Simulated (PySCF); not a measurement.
Compound: C8H11P.
SMILES with atom numbers: `[CH3:1][c:2]1[cH:3][cH:4][p:5][c:6]([CH3:7])[c:8]1[CH3:9]` (hydrogens: H10, H11, H12 on C1; H13 on C3; H14 on C4; H15, H16, H17 on C7; H18, H19, H20 on C9)

All values: PBE0/pcSseg-1 (PySCF, non-relativistic), on one gas-phase PBE0-D3(BJ)/def2-SVP geometry that isn't relaxed in the solvent. The solvent is an IEF-PCM continuum (cavity from Bondi-type radii × 1.2). The model holds no explicit solvent molecules, cavitation or dispersion.

```json
{"run": "gas", "E − E(gas) (kJ/mol)": "0.00", "HOMO (eV)": "-6.63", "HOMO–LUMO gap (eV)": "5.45", "dipole (D)": "2.46"}
{"run": "P", "E − E(gas) (kJ/mol)": "-16.53", "HOMO (eV)": "-6.75", "HOMO–LUMO gap (eV)": "5.43", "dipole (D)": "3.70"}
{"run": "Q", "E − E(gas) (kJ/mol)": "-13.66", "HOMO (eV)": "-6.71", "HOMO–LUMO gap (eV)": "5.43", "dipole (D)": "3.47"}
```

Q: The runs were made in dichloromethane and water. Which run belongs to which solvent?

A: P = water, Q = dichloromethane. The dielectric constants are 8.93 (dichloromethane), 78.36 (water), and the energy falls further as ε rises. In this model the ground state sees the solvent through ε alone.

Q: How constant is the ratio of the lowering to (ε − 1)/(2ε + 1)?

A: 
| solvent | (ε − 1)/(2ε + 1) | E − E(gas) (kJ/mol) | ratio (kJ/mol) | polarisation term (kJ/mol) |
| --- | --- | --- | --- | --- |
| dichloromethane | 0.420 | -13.66 | -32.5 | -16.27 |
| water | 0.490 | -16.53 | -33.7 | -20.39 |

The ratio changes by +3.7 % in size from dichloromethane to water. The polarisation term is half the interaction of the solute with the induced surface charges.
